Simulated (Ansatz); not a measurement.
All values below come from frozen-core CCSD(T)/cc-pVDZ // r2SCAN-D4/def2-SVP run with Ansatz (an electronic-structure program).

Ansatz 0.2 input:
```yaml
crystal:
  periodic: [false, false, false]
  atoms:
    - { symbol: C, position_ang: [-1.659993, -1.81122, -0.790578] }
    - { symbol: O, position_ang: [-0.808897, -0.931164, -1.504257] }
    - { symbol: Ge, position_ang: [0.095843, 0.349995, -0.69729] }
    - { symbol: N, position_ang: [0.384115, 1.764641, -1.776987] }
    - { symbol: O, position_ang: [1.714992, -0.126816, -0.16092] }
    - { symbol: C, position_ang: [1.852913, -1.181355, 0.770748] }
    - { symbol: O, position_ang: [-0.891978, 0.719766, 0.727774] }
    - { symbol: C, position_ang: [-0.521182, 1.819498, 1.538589] }
    - { symbol: H, position_ang: [-1.08703, -2.593819, -0.257924] }
    - { symbol: H, position_ang: [-2.285606, -1.279104, -0.053916] }
    - { symbol: H, position_ang: [-2.317729, -2.311143, -1.51977] }
    - { symbol: H, position_ang: [-0.249749, 1.817303, -2.571203] }
    - { symbol: H, position_ang: [1.346126, 1.816493, -2.106933] }
    - { symbol: H, position_ang: [1.732297, -2.170701, 0.289968] }
    - { symbol: H, position_ang: [2.865959, -1.134476, 1.201906] }
    - { symbol: H, position_ang: [1.12263, -1.108433, 1.599299] }
    - { symbol: H, position_ang: [-0.401682, 2.746337, 0.94812] }
    - { symbol: H, position_ang: [-1.316806, 1.980618, 2.283192] }
    - { symbol: H, position_ang: [0.42578, 1.63358, 2.080182] }
basis:
  gaussian: { orbitals: cc-pVDZ }
correlation:
  method: ccsd_t
```

Output:

```
Functional definition: HF
1707 factors; integrals over basis functions are off by at most 1.4e-3 eV
mean field evaluation 1: about -67327.8869 eV, gradient 5.0e1 eV
mean field evaluation 2: about -67328.1073 eV, gradient 5.0e1 eV
mean field evaluation 4: about -67333.3286 eV, gradient 4.7e0 eV
mean field evaluation 8: about -67333.3933 eV, gradient 2.9e-1 eV
mean field evaluation 16: about -67327.8882 eV, gradient 5.0e1 eV
mean field -67333.39358179 eV, -2474.4565739173 hartree, gradient 7.3e-7 eV, S^2 0.000000; 0 other end points of the search recorded, 0 dependent functions left out
16 core orbitals not correlated
reference -67333.39358179 eV, -2474.4565739173 hartree; 30, 30 occupied and 134, 134 virtual orbitals, 1707 factors
second order -34.61793206 eV of doubles, -0.00000000 eV of singles
cycle   1  -35.38453885 eV  change   -7.7e-1 eV  update   1.3e-1
cycle   2  -36.28732857 eV  change   -9.0e-1 eV  update   3.9e-2
cycle   3  -36.52083425 eV  change   -2.3e-1 eV  update   2.0e-2
cycle   4  -36.51259162 eV  change    8.2e-3 eV  update   4.2e-3
cycle   5  -36.51211265 eV  change    4.8e-4 eV  update   1.8e-3
cycle   6  -36.51302140 eV  change   -9.1e-4 eV  update   5.5e-4
cycle   7  -36.51263301 eV  change    3.9e-4 eV  update   2.1e-4
cycle   8  -36.51250142 eV  change    1.3e-4 eV  update   6.0e-5
cycle   9  -36.51250796 eV  change   -6.5e-6 eV  update   2.3e-5
perturbative correction -0.99106062 eV, -0.0364208062 hartree
Total energy: -67370.89715037 eV, -2475.8348046418 hartree
```

Cost: very roughly 7 core-minutes.
